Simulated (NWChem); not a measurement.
# Correlation energy of Ge

```
Ge
```
Charge 0, spin multiplicity 3.

Everything below was run with NWChem.

Basis set: def2-SVP. Each correlation energy counts from its own Hartree-Fock reference.

```tsv
method	correlation energy (mHa)
UMP2	-171.4
SCS-UMP2	-158.0
CCSD on UHF	-176.6
CCSD[T] on UHF	-181.7
CCSD(T) on UHF	-181.0
CCSD on ROHF	-180.0
CCSD[T] on ROHF	-185.2
CCSD(T) on ROHF	-184.6
CCSDT on ROHF	-184.6
```

The values span 27.2 mHa, from CCSD[T] on ROHF (lowest) to SCS-UMP2 (highest). 

The Hamiltonian is non-relativistic. The correlated methods keep 9 core orbitals frozen. The stability of the SCF solutions was not checked. Open-shell Hartree-Fock references start from PBE0 orbitals. Coupled-cluster values serve here as a point of comparison, not as the truth.
